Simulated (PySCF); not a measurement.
Circular dichroism: `[C@@H]1(CC)[Se]C[C@H]1C=O`, C$_{6}$H$_{10}$OSe

Cartesian coordinates in Å; atom numbers follow the order of the lines, from 1:
```xyz
18

C     2.0767    0.8487   -0.1569
C     1.5328   -0.5668    0.0081
C     0.0816   -0.5488    0.4312
Se   -0.8032   -2.3391    0.6440
C    -2.0330   -1.1345   -0.3414
C    -0.9443   -0.0991   -0.6280
C    -1.3720    1.3256   -0.4384
O    -1.1339    2.2283   -1.1891
H     1.5110    1.3960   -0.9069
H     2.0165    1.3937    0.7828
H     3.1174    0.8144   -0.4683
H     1.6316   -1.1152   -0.9316
H     2.1122   -1.1007    0.7663
H    -0.0484   -0.0038    1.3707
H    -2.8079   -0.7675    0.3321
H    -2.4836   -1.5925   -1.2188
H    -0.5298   -0.2252   -1.6313
H    -1.9325    1.4927    0.5047
```

The calculation used PySCF, TDDFT PBE0/def2-SVPD circular dichroism and optical rotation, one conformer, gas phase. Geometry: GFN2-xTB.

The molecule is flexible and this is one conformer; a measurement averages over conformers. The calculation is non-relativistic, which matters for the atoms heavier than Zn.

**Question.** What are the CIP labels of the stereocentres?

**Answer.** C3 S, C6 R.

**Question.** List the lowest 8 singlet excitations with oscillator and rotatory strengths.

**Answer.** Rotatory strengths R in 10⁻⁴⁰ esu² cm², velocity form and length form (origin at the centre of mass); f in length form.
```csv
state,E (eV),λ (nm),f,R (velocity),R (length),main
1,3.38,367,0.0001,-0.4,-0.1,HOMO→LUMO 0.93
2,4.00,310,0.001,+13.1,+12.9,"HOMO−1→LUMO 0.83, HOMO−1→LUMO+1 0.10"
3,4.88,254,0.0008,+1.5,+1.1,HOMO→LUMO+1 0.91
4,5.48,226,0.023,+6.5,+6.1,HOMO→LUMO+2 0.93
5,5.69,218,0.028,-44.8,-44.9,"HOMO−2→LUMO 0.38, HOMO−1→LUMO+1 0.33"
6,5.95,208,0.036,+13.7,+14.9,HOMO→LUMO+3 0.92
7,6.16,201,0.037,-7.9,-9.1,HOMO→LUMO+4 0.79
8,6.19,200,0.004,+2.6,+2.6,"HOMO−2→LUMO 0.44, HOMO−1→LUMO+1 0.40"
```

Among the states computed, the strongest CD band (largest |R|) is state 5. The largest dissymmetry factor in size, g = 4R/(D+G), with D and G the electric and magnetic dipole strengths, is +0.057 for state 2 (velocity form, f = 0.001), among bands with |R| over 0.5. The mirror image has the same energies and oscillator strengths and all R with the opposite sign.
